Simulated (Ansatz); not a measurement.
`CO[SiH](F)O[SiH2]F` + `BC(=C)S` → `BC(=C)S[SiH2]F` + `CO[SiH](O)F`  (ligand exchange at the Si–O bond)

Isolated molecules relaxed with PBE0-D4/def2-TZVP in Ansatz; ΔE leaves out vibrations. CCSD(T)/CBS adds triple-zeta CCSD(T) − MP2 to the extrapolated MP2 energy (def2 sets, frozen cores). DFT in def2-TZVPP. B3LYP here is the variant with VWN-RPA as its local correlation; programs differ in this. One conformer a species, not always the lowest.

Is it downhill or uphill in electronic energy at CCSD(T)/CBS, and by how much? (Best estimate.)

Computed: Uphill: ΔE = +68.4 kJ/mol.

What do these levels give: PBE-D4, r2SCAN-D4, PBE, r2SCAN, B3LYP, MP2/CBS(def2)? (Best estimate.)

The calculation gave: PBE-D4 52.0, r2SCAN-D4 64.6, PBE 53.1, r2SCAN 64.6, B3LYP 73.2, MP2/CBS(def2) 64.6 kJ/mol.

Largest T1 diagnostic among the species: 0.012.

In def2-TZVPP, CCSD(T) changes the Hartree–Fock value by −21.6 kJ/mol (the triples alone add −4.4 kJ/mol) and MP2 by −25.3 kJ/mol. From PBE to PBE0 (25 % exact exchange), in def2-TZVPP and without D4, ΔE moves by +5.4 kJ/mol.
